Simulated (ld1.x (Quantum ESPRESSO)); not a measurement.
Before and after: PAW potential for Ta

tantalum, PAW, made with ld1.x (Quantum ESPRESSO) 7.5 (revPBE, scalar-relativistic). Core [Kr] 4d10 4f14, reference 5s2 5p6 5d3 6s0 6p0 (charge +2). Waves: 5s (bound): rcut 1.40, rcutus 1.80 bohr; 6s (bound, empty): rcut 1.40, rcutus 1.80 bohr; 5p (bound): rcut 1.65, rcutus 2.00 bohr; 6p (bound, empty): rcut 1.65, rcutus 2.00 bohr; 5d (bound): rcut 2.60, rcutus 3.10 bohr; 5d channel at 0.8 Ry: rcut 2.60, rcutus 3.10 bohr; 5f channel at 0.4 Ry: rcut 1.85, rcutus 2.35 bohr; 5f channel at 2.1 Ry: rcut 1.85, rcutus 2.35 bohr. Local part: all-electron potential smoothed inside 2.70 bohr (lloc = -1). Core correction: a·sin(br)/r model core inside 1.60 bohr. Augmentation charge: PSQ, inside the norm-conserving radii.

Change: local potential all-electron potential smoothed inside 2.88 bohr (lloc = -1).

Cutoffs: the cutoffs (Ry, on a coarse ladder) from which the occupation-weighted sum of valence levels, in a spherical-Bessel basis at the reference potential, stays within 10 and 1 mRy of its value at 400 Ry; they do not see the model core or the augmentation charge, which bear on the density cutoff. Errors are all-electron minus pseudo energies relative to the spin-unpolarised reference configuration.

Task: How do hardness, ghosts and transferability respond?

Result: The potential gets neither clearly harder nor softer (21 Ry and 35 Ry → 21 Ry and 35 Ry); the p channel sets the loose cutoff, while the largest relative change is in d, which becomes softer; the number of tests with a reliable result goes from 7 to 2 (the test run of the changed file stopped, so its transferability is not established); the range in which the p phases agree narrows (upper end at the end of the scan → 2.9); neither file shows a bound ghost.

```csv
quantity,base,changed
"cutoff, loose",21 Ry,21 Ry
"cutoff, tight",35 Ry,35 Ry
loose cutoff by channel (10 mRy a level),"s 15 Ry, p 18 Ry, d 10 Ry","s 15 Ry, p 18 Ry, d 8 Ry"
bound ghosts,none,none
tests with a reliable result,7 of 7,2 of 7 (the test run stopped)
"error for 5s2 5p6 5d3 6s2 6p0, meV [ΔE -23.22 eV]",+2.2,-17
"error for 5s2 5p6 5d3 6s1 6p0, meV [ΔE -14.83 eV]",+3.8,-1.8
s: phases at 3.33 bohr within 0.05 rad from the reference energy up to (Ry; the scan ends near 5),to the end of the scan,to the end of the scan
p: phases at 3.33 bohr within 0.05 rad from the reference energy up to (Ry; the scan ends near 5),to the end of the scan,2.9
d: phases at 3.33 bohr within 0.05 rad from the reference energy up to (Ry; the scan ends near 5),2.0,3.0
f: phases at 3.33 bohr within 0.05 rad from the reference energy up to (Ry; the scan ends near 5),to the end of the scan,to the end of the scan
lowest overlap eigenvalue by channel,"s 0.16, p 0.11, d 0.78, f 1.00","s 0.18, p 0.12, d 0.84, f 1.00"
```
